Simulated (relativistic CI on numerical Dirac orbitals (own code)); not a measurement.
**Hyperfine structure of Lu⁴⁶⁺, mass number 173**

Calculated at this level of theory: Dirac-Coulomb-Breit CI, separate exchange-only KLI orbitals for each configuration, model QED (radiative potential, 1s self-energy scaled to tabulated hydrogen-like ionisation energies), unscaled Slater integrals (own radial code, finite nucleus).

Configurations in the expansion (outside the closed core [Ne]): 3s2.3p6.3d7, 3s2.3p5.3d8, 3s2.3p4.3d9, 3s.3p6.3d8, 3p6.3d9, 3s.3p5.3d9, 3s2.3p6.3d6.4s, 3s2.3p6.3d6.4p, 3s2.3p4.3d8.4s, 3s2.3p6.3d6.4d, 3s2.3p4.3d8.4p, 3s2.3p5.3d7.4s, 3s2.3p6.3d6.4f, 3s2.3p5.3d7.4p, 3s2.3p6.3d5.4s2, 3s.3p6.3d7.4s. Levels of other configurations are missing.

Nuclear spin I = 7/2, μ = 2.273 μN, Q = 3.53 b (tables of Stone and Pyykkö). The electronic factors are computed for point nuclear moments, without core polarisation or the Bohr-Weisskopf and QED corrections.

| Level | E (cm⁻¹) | A (MHz) | B (MHz) |
| --- | --- | --- | --- |
| 3s2.3p6.3d7 4F_9/2 | 0 | 22150 | 32400 |
| 3s2.3p6.3d7 2D_5/2 | 147202 | 22460 | 32500 |
| 3s2.3p6.3d7 4F_7/2 | 428233 | 24800 | 65400 |
| 3s2.3p6.3d7 4P_5/2 | 520357 | 9327 | -178000 |
| 3s2.3p6.3d7 4P_1/2 | 531389 | -10850 |  |
| 3s2.3p6.3d7 2H_11/2 | 549739 | 31370 | -393000 |
| 3s2.3p6.3d7 2F_7/2 | 598465 | 34130 | -56400 |
| 3s2.3p6.3d7 2F_5/2 | 638071 | 34610 | 38500 |

Levels with J = 0, under 50 % of one LS term, or S terms without an open s electron are left out. Small factors come from cancelling terms and can be off by tens of per cent or more.

At this charge energies of transitions that change n are usually good to better than 1 %, and those within a shell (Δn = 0) to a few per cent.

Give the hyperfine levels of 3s2.3p6.3d7 4F_9/2 relative to its centre of gravity.

With K = F(F + 1) − I(I + 1) − J(J + 1), E = AK/2 + B[¾K(K + 1) − I(I + 1)J(J + 1)]/[2I(2I − 1)J(2J − 1)]: F = 1: -411500, F = 2: -371800, F = 3: -311300, F = 4: -228900, F = 5: -123000, F = 6: 8320, F = 7: 167400, F = 8: 356900 MHz.

LS names give the leading component of a level, which can be under half, so a name can repeat, a term be missing and a line seem to break the LS rules.
